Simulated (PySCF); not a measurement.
Mayer bond orders and bond lengths

C₃H₆OSi.
SMILES with atom numbers: `[CH3:1][C:2]#[C:3][SiH2:4][OH:5]` (hydrogens: H6, H7, H8 on C1; H9, H10 on Si4; H11 on O5)

Structure used (GFN2-xTB), in Å, numbered top down from 1:
```xyz
11
C3H6OSi angstrom
C     -2.435    0.510    0.168
C     -1.061    0.087    0.004
C      0.085   -0.258   -0.129
Si     1.841   -0.803   -0.338
O      2.823    0.465   -0.628
H     -2.976    0.396   -0.772
H     -2.469    1.557    0.469
H     -2.923   -0.094    0.933
H      2.019   -1.592   -1.549
H      2.240   -1.484    0.899
H      2.861    1.217   -0.045
```

Bond orders from the PBE0/pcSseg-1 density (PySCF). One conformer (not necessarily the lowest) at the GFN2-xTB geometry, without solvent, vibrations or thermal averaging.

Task: Where do the orders between heavy atoms depart from those drawn in the SMILES?

Result: The largest departure is 0.485, at C2–C3 (drawn triple, 2.515). Drawn single, order above 1.12: C1–C2 (1.171). Drawn double or triple, more than 0.30 short of the drawn order: C2–C3 (2.515).

Task: Give the Mayer order of every bond, beside its length.

Result: 
```
   bond  drawn as  length (Å)  Mayer order
  C1–C2    single       1.447        1.171
  C2–C3    triple       1.205        2.515
 C3–Si4    single       1.850        0.983
 Si4–O5    single       1.630        1.044
  C1–H6    single       1.090        0.924
  C1–H7    single       1.090        0.923
  C1–H8    single       1.090        0.924
 Si4–H9    single       1.456        0.913
Si4–H10    single       1.468        0.893
 O5–H11    single       0.952        0.934
```

Bonds between the same two heavy elements. C–C: lowest C1–C2 (1.171, 1.447 Å), highest C2–C3 (2.515, 1.205 Å).

Task: Sum the orders of all bonds at each heavy atom with more than one neighbour and set the sums beside the valence in the SMILES.

Result: C1 3.942 (drawn 4), C2 3.686 (drawn 4), C3 3.498 (drawn 4), Si4 3.833 (drawn 4), O5 1.978 (drawn 2). Orders between atoms that aren't bonded are not in these sums.

For a closed shell the Mayer order of atoms A and B is Σ (PS)μν (PS)νμ over the basis functions μ on A and ν on B, with P the density and S the overlap matrix.

These values come from a run that also computed NMR shieldings. On one thread of an Arm Neoverse V1, shared host, this took 12 s and 0.55 GiB of memory at its peak.
